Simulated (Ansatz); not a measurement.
Computed with Ansatz on PBE0-D4/def2-TZVP structures; ΔE is electronic, products minus reactants. CCSD(T)/CBS is the MP2 limit (def2-TZVPP, def2-QZVPP) plus CCSD(T) − MP2 in def2-TZVPP, frozen cores. This one scheme is used for every species. Functionals use def2-TZVPP. For Se outer-core shells are correlated without core-valence functions, which leaves a few kJ/mol of doubt a bond. Scalar relativity is left out up to krypton. One conformer a species, not always the lowest.

Reaction (hydrogenolysis of a B–Se bond): `CB(O)[SeH]` + H₂ → `CBO` + H₂Se

`CB(O)[SeH]`:

```xyz
9

C    -0.694   -0.969    0.180
B     0.218    0.278   -0.099
O     0.452    1.244    0.826
Se    1.066    0.472   -1.848
H    -0.301   -1.545    1.025
H    -0.785   -1.648   -0.669
H    -1.704   -0.648    0.459
H     0.003    1.082    1.660
H     1.745    1.735   -1.533
```

H₂:

Cartesian coordinates in Å:
```
H -0.106 0.075 0.350
H 0.106 -0.075 -0.350
```

`CBO`:

```xyz
8

C    -0.739    0.038    0.682
B     0.246    0.007   -0.525
O     1.574   -0.157   -0.298
H    -0.245   -0.082    1.648
H    -1.494   -0.749    0.573
H    -1.300    0.979    0.688
H    -0.138    0.126   -1.663
H     2.095   -0.163   -1.104
```

H₂Se:

Z-matrix (Å, degrees):
```
Se
H 1 1.467
H 1 1.467 2 91.2
```

```csv
level,ΔE (kJ/mol),difference from CCSD(T)/CBS
B97M-V,40.7,-5.0
r2SCANh-D4,48.0,2.3
r2SCAN0,44.1,-1.6
BHLYP,27.1,-18.6
RPA@PBE/def2-TZVPP,39.9,-5.8
HF/def2-SVP,14.9,-30.8
HF/def2-QZVPP,15.7,-30.0
MP2/def2-QZVPP,53.9,8.2
SCS-MP2/def2-QZVPP,44.2,-1.5
HF/CBS(def2),15.6,-30.1
CCSD(T)/CBS,45.7,0
```

Largest T1 diagnostic among the species: 0.012.

At CCSD(T), def2-SVP lies −11.4 kJ/mol from the extrapolated value and def2-TZVPP −2.4 kJ/mol. Leaving LDA and LC-ωPBE aside and taking each functional with its dispersion term where it has one, the values, not all of them listed here, spread over 19.0 kJ/mol, from CAM-B3LYP-D4 to revPBE-D4. LDA lies +6.7 kJ/mol from PBE without D4. From r2SCAN to r2SCAN0 (25 % exact exchange), in def2-TZVPP and without D4, ΔE moves by −3.6 kJ/mol.
